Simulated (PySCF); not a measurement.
A calculated (UHF, PySCF 2.14, def2-TZVP, the non-relativistic Hamiltonian (point nucleus)) atom or ion has these occupied shells.

```csv
shell,electrons,orbital energy (eV),"rms radius, mean of both spins (bohr)"
1s α,1,-324.16,0.311
1s β,1,-323.34,0.311
2s α,1,-33.299,1.61
2s β,1,-29.588,1.61
2p α,1,-24.875,1.63
```

(1) Name the element and its charge.

Answers

(1) C+ (carbon, charge +1), in [He] 2s2 2p1, 2P determinant.
